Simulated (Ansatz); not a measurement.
Cost and result for the atomization energy of CH8FNO2Si2, SMILES `CN([SiH2]F)[SiH](O)O` (15 atoms, 14 bonds).

```xyz
15

C    -1.417   -0.007   -1.081
N    -0.259    0.245   -0.223
Si   -0.293    1.464    0.974
F    -0.085    0.807    2.432
Si    1.162   -0.719   -0.434
O     0.760   -2.305   -0.509
O     2.180   -0.309    0.780
H    -2.276    0.580   -0.750
H    -1.704   -1.061   -1.063
H    -1.213    0.266   -2.121
H    -1.635    2.093    0.950
H     0.796    2.455    0.854
H     1.878   -0.461   -1.694
H     0.224   -2.675    0.194
H     1.881   -0.372    1.690
```

Charge 0, multiplicity 1. The structure was optimised at the PBE0-D4/def2-TZVP level. It is one conformer, not always the lowest. Program: Ansatz. All runs use 2 threads of an AMD EPYC 7R13 on a shared host and a share of an NVIDIA H100 80 GB. Times are those of one run each, without the atoms' runs, and a repeat can differ threefold. Electronic energies, without spin–orbit coupling; frozen cores. CCSD(T)/CBS adds CCSD(T) − MP2 in def2-TZVPP to the MP2 limit, and its time is that of the two runs behind it. T1 = 0.012. B3LYP takes the VWN-RPA correlation (the form of Gaussian; ORCA's B3LYP/G).

CCSD(T)/CBS is a level of theory with its own doubt, some kJ/mol a heavy atom from the limit and from the frozen cores, so smaller differences don't rank the functionals.

```csv
level,functions,wall time
r2SCAN-D4/def2-TZVPP (with forces),351,4.3 s
PBE0-D4/def2-TZVPP,351,6 s
PBE-D4/def2-TZVPP (with forces),351,6.5 s
ωB97X-V/def2-TZVPP,351,8.5 s
B2PLYP/def2-TZVPP,351,8.5 s
MP2/def2-QZVPP,665,8.5 s
B3LYP-D4/def2-TZVPP (with forces),351,9.5 s
ωB97M-V/def2-TZVPP (with forces),351,12 s
CCSD(T)/def2-TZVPP,351,20 s
CCSD(T)/CBS(def2),–,28 s
```

(1) What atomization energy does each give, and how far from CCSD(T)/CBS? (Best estimate.)

Results:

(1) The calculation gave: 
| level | atomization (kJ/mol) | difference from CCSD(T)/CBS | per bond |
| --- | --- | --- | --- |
| r2SCAN-D4/def2-TZVPP (with forces) | 5751.5 | -35.2 | -2.5 |
| PBE0-D4/def2-TZVPP | 5703.3 | -83.4 | -6.0 |
| PBE-D4/def2-TZVPP (with forces) | 5809.0 | 22.3 | 1.6 |
| ωB97X-V/def2-TZVPP | 5782.8 | -3.9 | -0.3 |
| B2PLYP/def2-TZVPP | 5693.8 | -92.9 | -6.6 |
| MP2/def2-QZVPP | 5837.2 | 50.5 | 3.6 |
| B3LYP-D4/def2-TZVPP (with forces) | 5745.8 | -40.9 | -2.9 |
| ωB97M-V/def2-TZVPP (with forces) | 5782.1 | -4.6 | -0.3 |
| CCSD(T)/def2-TZVPP | 5611.3 | -175.4 | -12.5 |
| CCSD(T)/CBS(def2) | 5786.7 | 0.0 | 0.0 |

The D4 term adds +62.0 kJ/mol with B3LYP and +32.9 kJ/mol with PBE0; it sums over pairs of atoms, weighted by their polarisabilities, and B3LYP, whose exchange is more repulsive, gets the larger term. From PBE to PBE0 (25 % exact exchange), in def2-TZVPP and without D4, the atomization energy moves by −99.9 kJ/mol: exact exchange takes away binding that semilocal exchange gives to molecules. In def2-TZVPP, CCSD(T) changes the Hartree–Fock value by +1459.1 kJ/mol (the triples alone add +81.3 kJ/mol) and MP2 by +1578.8 kJ/mol; breaking electron pairs costs correlation energy, which Hartree–Fock lacks.
